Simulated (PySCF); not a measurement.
## `N[Si@@H]([SiH3])[SiH2]CCC=O`: 4 charge schemes on one density

Species: C3H13NOSi3.
Geometry (GFN2-xTB, Å), atoms numbered from 1 in this order:
```xyz
21
C3H13NOSi3 angstrom
N      0.7759   -1.1025    1.8140
Si     1.4366    0.2897    1.0110
Si     2.6712   -0.6229   -0.7278
Si    -0.2740    1.7287    0.3992
C     -1.3936    0.9485   -0.9474
C     -1.7632   -0.5014   -0.6701
C     -2.2027   -0.6999    0.7384
O     -1.9230    0.0378    1.6447
H      0.0928   -0.9424    2.5378
H      1.4088   -1.8258    2.1182
H      2.3551    1.0381    1.9108
H      3.2767    0.4238   -1.5549
H      3.7729   -1.5124   -0.3379
H      1.8611   -1.4304   -1.6539
H      0.3878    2.8250   -0.3531
H     -1.0702    2.4543    1.3910
H     -2.3086    1.5337   -1.0405
H     -0.8909    1.0019   -1.9124
H     -0.8826   -1.1432   -0.7927
H     -2.5320   -0.8756   -1.3518
H     -2.8070   -1.6081    0.9220
```

Density: PBE0/pcSseg-1 (PySCF); schemes: Mulliken, IAO, Hirshfeld and ESP-fitted. Isolated species at its GFN2-xTB geometry (one conformer only).

Task: Do the Mulliken, IAO, Hirshfeld and ESP-fitted schemes agree on where the charge is highest?

Result: The schemes don't all agree: Mulliken Si4 (+0.351); IAO Si2 (+0.468); Hirshfeld Si4 (+0.217); ESP-fitted Si2 (+0.475).

Task: For which atoms does the sign change between the 4 schemes (beyond +0.03 e in one, beyond −0.03 e in another)?

Result: For none.

Task: Tabulate the Mulliken, IAO, Hirshfeld and ESP-fitted charges.

Result: In e:

```
atom                    environment  Mulliken     IAO  Hirshfeld  ESP-fitted
  N1         silicon-bound nitrogen    -0.642  -0.845     -0.322      -1.010
 Si2                    SiH silicon    +0.257  +0.468     +0.215      +0.475
 Si3                   SiH3 silicon    +0.195  +0.267     +0.200      +0.150
 Si4                   SiH2 silicon    +0.351  +0.460     +0.217      +0.229
  C5    sp3 carbon bound to silicon    -0.510  -0.525     -0.157      -0.070
  C6  sp3 carbon next to a carbonyl    -0.295  -0.307     -0.075      -0.093
  C7                aldehyde carbon    +0.276  +0.284     +0.155      +0.446
  O8                aldehyde oxygen    -0.389  -0.391     -0.168      -0.442
  H9                   N–H hydrogen    +0.208  +0.263     +0.101      +0.377
 H10                   N–H hydrogen    +0.195  +0.256     +0.112      +0.386
 H11                  Si–H hydrogen    -0.056  -0.135     -0.097      -0.154
 H12                  Si–H hydrogen    -0.061  -0.101     -0.080      -0.089
 H13                  Si–H hydrogen    -0.058  -0.094     -0.074      -0.058
 H14                  Si–H hydrogen    -0.075  -0.105     -0.080      -0.062
 H15                  Si–H hydrogen    -0.080  -0.139     -0.103      -0.172
 H16                  Si–H hydrogen    -0.029  -0.092     -0.080      -0.059
 H17             methylene hydrogen    +0.149  +0.150     +0.040      +0.046
 H18             methylene hydrogen    +0.153  +0.153     +0.042      +0.027
 H19             methylene hydrogen    +0.181  +0.172     +0.054      +0.041
 H20             methylene hydrogen    +0.141  +0.151     +0.051      +0.035
 H21                formyl hydrogen    +0.090  +0.109     +0.048      -0.004
```

Mean size of the charges over all atoms: IAO 0.260 e, ESP-fitted 0.211 e, Mulliken 0.209 e, Hirshfeld 0.118 e. Each set sums to the total charge, 0, to within 0.001 e. The IAO scheme counts the electrons in orthogonalised intrinsic atomic orbitals, a minimal basis polarised so that it spans the occupied orbitals exactly.

Task: Sum the charges by element, for elements with more than one atom.

Result: 
```json
{"element": "Si", "atoms": "3", "Mulliken": "+0.803", "IAO": "+1.195", "Hirshfeld": "+0.633", "ESP-fitted": "+0.855"}
{"element": "C", "atoms": "3", "Mulliken": "-0.529", "IAO": "-0.548", "Hirshfeld": "-0.077", "ESP-fitted": "+0.283"}
{"element": "H", "atoms": "13", "Mulliken": "+0.757", "IAO": "+0.589", "Hirshfeld": "-0.066", "ESP-fitted": "+0.314"}
```

Task: How closely do the schemes follow one another over all atoms?

Result: Correlation coefficient and root-mean-square difference: Mulliken with IAO 0.98, 0.078 e; IAO with Hirshfeld 0.96, 0.190 e; Mulliken with Hirshfeld 0.92, 0.144 e; Hirshfeld with ESP-fitted 0.89, 0.204 e; IAO with ESP-fitted 0.89, 0.151 e; Mulliken with ESP-fitted 0.84, 0.171 e.

These values come from a run that also computed NMR shieldings. Time: 87 s wall; peak memory 1.1 GiB. Hardware: one thread, Arm Neoverse N1 (aarch64) (shared host).
